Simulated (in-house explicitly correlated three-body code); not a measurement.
Computed with an exponentially correlated three-body code. Model: two electrons around a point charge, non-relativistic, variational in 260 exponentially correlated functions (energies converged to about 1e-7 hartree, or 1e-8 relative for large Z).

Command:
```bash
python run_hyl.py task.json out
```
Settings (lengths in bohr, energies in hartree):
```
Z                      8
screening              7.2
interaction_strength   1
functions              260
states_tried           1
```

Cost of the run: 4.2 s on 1 thread of Intel(R) Xeon(R) 6975P-C (Granite Rapids), with other jobs on the host.

**Ground state only, binding against the one-electron ion.**

Given: nuclear charge 8; Yukawa screening of all interactions 7.2 1/bohr.

Computed: one-electron threshold -1.5561084 hartree.

| term | energy (hartree) | binding (eV) |
| --- | --- | --- |
| 1 1S | -2.71729077 | 31.597 |

**Converged states only, values per electron or pair (inverse distances are <exp(-kr)/r>).**

| term | mean r (bohr) | mean r squared (bohr²) | mean inverse r (1/bohr) | mean r12 (bohr) | mean inverse r12 (1/bohr) | mean cosine | mean p1 dot p2 (bohr⁻²) | delta r1 (bohr⁻³) | delta r12 (bohr⁻³) |
| --- | --- | --- | --- | --- | --- | --- | --- | --- | --- |
| 1 1S | 0.43526 | 0.30363 | 1.4624 | 0.66341 | 0.34779 | -0.0073381 | 0.13602 | 50.487 | 2.7596 |
